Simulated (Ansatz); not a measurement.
Wavefunction ladder for `CCC#CCCCC`

| atom | x (Å) | y (Å) | z (Å) |
| --- | --- | --- | --- |
| C1 | 3.322 | -0.149 | 0.091 |
| C2 | 2.778 | 0.557 | 1.331 |
| C3 | 1.330 | 0.688 | 1.314 |
| C4 | 0.131 | 0.789 | 1.274 |
| C5 | -1.319 | 0.882 | 1.213 |
| C6 | -1.953 | -0.176 | 0.308 |
| C7 | -1.537 | -0.054 | -1.148 |
| C8 | -2.156 | -1.127 | -2.026 |
| H9 | 4.410 | -0.229 | 0.140 |
| H10 | 2.906 | -1.154 | 0.005 |
| H11 | 3.058 | 0.402 | -0.814 |
| H12 | 3.228 | 1.552 | 1.417 |
| H13 | 3.080 | 0.009 | 2.230 |
| H14 | -1.603 | 1.880 | 0.859 |
| H15 | -1.727 | 0.789 | 2.225 |
| H16 | -3.042 | -0.092 | 0.387 |
| H17 | -1.687 | -1.170 | 0.683 |
| H18 | -1.819 | 0.938 | -1.520 |
| H19 | -0.445 | -0.105 | -1.212 |
| H20 | -3.249 | -1.084 | -1.996 |
| H21 | -1.858 | -2.126 | -1.694 |
| H22 | -1.848 | -1.019 | -3.068 |

Total charge 0; spin multiplicity 1. The structure was optimised at the PBE0-D4/def2-TZVP level. It is one conformer, not always the lowest. Frozen core, restricted reference, Ansatz 0.2.0. CBS rows extrapolate triple and quadruple zeta; past MP2 they add the triple-zeta difference.

```csv
basis,HF (Eh),MP2 corr.,CCSD corr.,(T),CCSD(T) total
def2-SVP,-310.82550,-1.11035,-1.20081,-0.04036,-312.06667
def2-TZVPP,-311.16355,-1.34915,-1.42053,-0.06105,-312.64513
def2-QZVPP,-311.17763,-1.43332,–,–,–
CBS(def2),-311.17956,-1.49566,-1.56703,as TZ,-312.80764
```
